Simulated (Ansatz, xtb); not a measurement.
**C3H12GeN2: 9 structures ranked**

9 gas-phase structures of C3H12GeN2, from a drawn sample of its isomers (lower ones may exist). Each was relaxed with GFN2-xTB; where two conformers were screened, the lower at r2SCAN-D4/def2-SVP//GFN2-xTB is listed:

A. `C[N]([GeH3])CCN`, a singlet
B. `C[N](C)[Ge@H]([CH3])[NH2]`, a singlet
C. `CCC[NH][GeH2][NH2]`, a singlet
D. `CNC[CH2][GeH2][NH2]`, a singlet
E. `CC[NH][GeH2][NH]C`, a singlet
F. `C[NH][GeH]([CH3])[NH]C`, a singlet
G. `CC(C)[NH][GeH2][NH2]`, a singlet
H. `C[CH](C)[GeH]([NH2])[NH2]`, a singlet
I. `C[NH][GeH2][N](C)C`, a singlet

Q: Make a reasoned guess at their ranking by r2SCAN-D4/def2-SVP//GFN2-xTB single-point energy.

A: Calculated order at r2SCAN-D4/def2-SVP//GFN2-xTB: H (0.0), G (7.5), B (10.0), C (10.2), F (13.8), E (18.3), D (23.1), I (25.0), A (33.4) kcal/mol. Less than 1 kcal/mol parts B and C, so the order within that pair means little.

Energies above the lowest of each column, in kcal/mol; the last columns are at r2SCAN-D4/def2-SVP geometries and were run for some of them only (a dash: not run or not comparable):

```
structure  GFN2-xTB  HF/STO-3G  r2SCAN-D4/def2-SVP//GFN2-xTB  r2SCAN-D4/def2-SVP  CCSD(T)/def2-SVP + ΔMP2/def2-TZVPP
        H       8.3        0.0                           0.0                 0.0                                 0.0
        G       0.0        2.1                           7.5                 7.5                                11.6
        B      10.2        0.9                          10.0                10.1                                13.1
        C       3.1        4.0                          10.2                10.1                                14.6
        F      14.1        0.7                          13.8                13.8                                   –
        E       8.3        5.7                          18.3                18.4                                   –
        D      15.5       17.7                          23.1                   –                                   –
        I      10.5       11.0                          25.0                   –                                   –
        A      16.5       24.5                          33.4                   –                                   –
```

CCSD(T)/def2-SVP + ΔMP2/def2-TZVPP puts H lowest of those it was run on; GFN2-xTB picks G. Flexible structures stand in one conformer each, not always the lowest. Frequencies (GFN2-xTB) were run for B, C, G, H alone. The ΔMP2 step shifts differences by up to 5.6 kcal/mol, which makes them less sure. ΔMP2 is the change of the MP2 energy from the smaller to the larger basis.

Over these structures GFN2-xTB departs from r2SCAN-D4/def2-SVP//GFN2-xTB by 6.0 kcal/mol on average once a common shift is removed. A GFN2-xTB relaxation took about 0.16 s and the r2SCAN-D4/def2-SVP//GFN2-xTB energy about 2.3 s on a shared host (Ansatz 0.2.0, xtb 6.7.1).
